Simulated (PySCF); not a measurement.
# Dipole response of Zn (zinc, neutral)

[Ar] 3d10 4s2, closed-shell 1S. Calculation: PySCF 2.14, in aug-cc-pVTZ-DK; the spin-free X2C one-electron Hamiltonian (Gaussian nucleus). Coupled (time-dependent) response in atomic units; α is the mean over directions.

```csv
method,mean α (bohr³),C₆ (like pair),S(−4)
UHF,50.77,399.4,1371
PBE,37.88,268.8,742.5
PBE0,40.47,293.6,852.1
revPBE,38.84,278.3,783.0
M06,30.59,191.7,527.9
```

S(−4) is the Cauchy moment in α(ω) = α(0) + S(−4) ω² + …

Reference α: 38.67 ± 0.3 bohr³ (recommended; Schwerdtfeger and Nagle, table of static dipole polarizabilities (2023 update)). Published C₆: 284.0 (Chu and Dalgarno (2004); Tang, Norbeck and Certain (1976)).

Hartree-Fock lies above the reference because it lacks correlation, which contracts the outer shell.

α(iu) at PBE:

```json
{"u (hartree)": "0", "α(iu) (bohr³)": "37.88"}
{"u (hartree)": "0.0500", "α(iu) (bohr³)": "36.13"}
{"u (hartree)": "0.100", "α(iu) (bohr³)": "31.80"}
{"u (hartree)": "0.200", "α(iu) (bohr³)": "22.02"}
{"u (hartree)": "0.300", "α(iu) (bohr³)": "15.10"}
{"u (hartree)": "0.500", "α(iu) (bohr³)": "8.221"}
{"u (hartree)": "0.750", "α(iu) (bohr³)": "4.879"}
{"u (hartree)": "1.00", "α(iu) (bohr³)": "3.396"}
{"u (hartree)": "1.50", "α(iu) (bohr³)": "2.077"}
{"u (hartree)": "2.00", "α(iu) (bohr³)": "1.466"}
{"u (hartree)": "3.00", "α(iu) (bohr³)": "0.8738"}
{"u (hartree)": "5.00", "α(iu) (bohr³)": "0.4288"}
```
